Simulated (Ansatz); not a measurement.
Cu₂Br₄⁻. Total charge -1; doublet. Geometry r2SCAN-D4/def2-SVP, that of the neutral singlet; atoms count from 1.

```xyz
6

Cu   -0.9346    0.0845    0.9337
Cu    0.9324   -0.0871   -0.9357
Br    0.9048   -1.3948    0.9902
Br   -0.9021    1.3981   -0.9879
Br    2.0059    0.3986   -2.8502
Br   -2.0063   -0.3993    2.8498
```

The structure comes from a short search, and lower isomers may exist.

Q: Estimate the Mulliken populations from the PBE0/def2-SVP orbitals of Ansatz.

A: 
```json
{"atom": "Cu1", "charge (e)": "0.23", "spin (α − β)": "0.25", "d electrons": "9.64"}
{"atom": "Cu2", "charge (e)": "0.23", "spin (α − β)": "0.25", "d electrons": "9.64"}
{"atom": "Br3", "charge (e)": "-0.27", "spin (α − β)": "0.15", "d electrons": "–"}
{"atom": "Br4", "charge (e)": "-0.27", "spin (α − β)": "0.15", "d electrons": "–"}
{"atom": "Br5", "charge (e)": "-0.46", "spin (α − β)": "0.10", "d electrons": "–"}
{"atom": "Br6", "charge (e)": "-0.46", "spin (α − β)": "0.10", "d electrons": "–"}
```
Mulliken values and Mayer orders depend strongly on the basis.

Q: Where does the spin sit?

A: Summed by element: Cu 0.51, Br 0.49, of 1 unpaired in all. Largest on single atoms: Cu2 0.25, Cu1 0.25, Br3 0.15.

Q: And the Mayer bond orders between bonded heavy atoms (over 0.3)?

A: Cu1–Br3 0.54 (2.36 Å); Cu1–Br4 0.65 (2.33 Å); Cu1–Br6 0.80 (2.25 Å); Cu2–Br3 0.65 (2.33 Å); Cu2–Br4 0.54 (2.36 Å); Cu2–Br5 0.80 (2.25 Å).
